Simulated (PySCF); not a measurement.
C4H7Cl, SMILES CC1(Cl)CC1. The structure is a stationary point at PBE0-D3(BJ)/def2-SVP.

Question: Give the equilibrium geometry at PBE0-D3(BJ)/def2-SVP (PySCF confirms it by a frequency run) as Cartesian coordinates in Å, and its point group. (Estimate from the structure and the level; the computed values follow.)

Answer: point group Cs.
```xyz
12

C      1.6475     0.4972     0.0000
C      0.1663     0.2510     0.0000
Cl    -0.2264    -1.4835     0.0000
C     -0.7685     1.1421    -0.7532
C     -0.7685     1.1421     0.7532
H      2.1162     0.0561    -0.8923
H      1.8503     1.5789     0.0000
H      2.1162     0.0561     0.8923
H     -1.6135     0.6716    -1.2607
H     -0.3341     1.9960    -1.2814
H     -1.6135     0.6716     1.2607
H     -0.3341     1.9960     1.2814
```
